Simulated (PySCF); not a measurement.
## Computed properties of H₅N₂OSTa, SMILES [NH2][Ta]([NH2])([OH])=[S], multiplicity 1

H5N2OSTa, SMILES [Ta]([OH])([NH2])([NH2])=[S], multiplicity 1. Geometry optimised at PBE0-D3(BJ)/def2-SVP. The spin state was assumed, not searched. The structure was generated by enumeration; whether it is a known compound was not checked. The def2 effective core potentials stand for the cores of Ta; spin–orbit coupling is left out. The values are those of a single conformer. All values are computed for the isolated molecule unless a solvent is named; none is compared with measurement here.

**Structure.** The optimised structure has Cs symmetry. All 24 harmonic modes at PBE0-D3(BJ)/def2-SVP (PySCF) are real, so it is a minimum. With heavy atoms numbered as in [Ta:1](=[S:2])([OH:3])([NH2:5])[NH2:8], the shortest bond between them is Ta1–O3 at 1.904 Å and the longest Ta1–S2 at 2.173 Å.

**Vibrations.** The strongest infrared lines (harmonic, unscaled, degenerate partners summed) lie at 3956 cm⁻¹ (261 km/mol, H 94 %), 490 cm⁻¹ (225 km/mol, H 75 %, N 23 %), 450 cm⁻¹ (210 km/mol, H 78 %, O 20 %). The softest mode is at 111 cm⁻¹ and the zero-point energy is 40.4 kcal/mol.

**Electronic structure.** CAM-B3LYP/def2-TZVP (PySCF) places the frontier levels at -8.45 and 0.18 eV, a gap of 8.63 eV, and gives a dipole moment of 3.58 D and a mean polarisability of 78.2 bohr³. PBE/def2-TZVP (PySCF) at the same geometry gives -6.01 and -1.73 eV, so its gap is 4.35 eV narrower. An orbital gap is neither the optical nor the fundamental gap.

**Excitations.** TDDFT-M06-2X/def2-SVPD (PySCF) has S1 at 4.47 eV (277 nm, f = 0.000, dark); the most intense of the 10 singlets computed lies at 5.86 eV (f = 0.05). T1 (TDA) is at 4.05 eV. TDDFT-PBE/def2-SVPD (PySCF) puts S1 at 4.33 eV. No vertical singlet excitation falls in the visible range (under 3.1 eV).
